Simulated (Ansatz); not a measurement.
Reaction (ligand exchange at the Sn–N bond): `[NH2][Sn][O][SiH3]` + HCl → `[SiH3][O][Sn][Cl]` + NH₃

Isolated molecules relaxed with PBE0-D4/def2-TZVP in Ansatz; ΔE leaves out vibrations. CCSD(T)/CBS adds triple-zeta CCSD(T) − MP2 to the extrapolated MP2 energy (def2 sets, frozen cores). This one scheme is used for every species. Functionals use def2-TZVPP. HSE06 is defined as in plane-wave codes. Elements past krypton have def2 core potentials. For Sn outer-core shells are correlated without core-valence functions, which leaves a few kJ/mol of doubt a bond. Each species was taken in one conformer, which may not be the lowest.

```csv
level,ΔE (kJ/mol)
B97M-V,-105.1
HSE06-D4,-102.5
PBE,-100.2
PBE0,-102.3
CAM-B3LYP,-97.3
HF/def2-SVP,-116.8
SCS-MP2/def2-QZVPP,-97.7
CCSD/CBS(def2),-98.9
```

Question: What does CCSD(T)/CBS give? (An estimate is asked.)

Answer: Ansatz gave: -97.3 kJ/mol. The listed levels differ from it by -7.8, -5.2, -2.9, -5.0, 0.0, -19.5, -0.4, -1.6 kJ/mol.

Largest T1 diagnostic among the species: 0.016.

From BLYP to BHLYP (50 % exact exchange), in def2-TZVPP and without D4, ΔE moves by −3.2 kJ/mol. Leaving LDA and LC-ωPBE aside and taking each functional with its dispersion term where it has one, the values, not all of them listed here, spread over 8.5 kJ/mol, from BHLYP-D4 to CAM-B3LYP-D4. LDA lies +10.5 kJ/mol from PBE without D4.
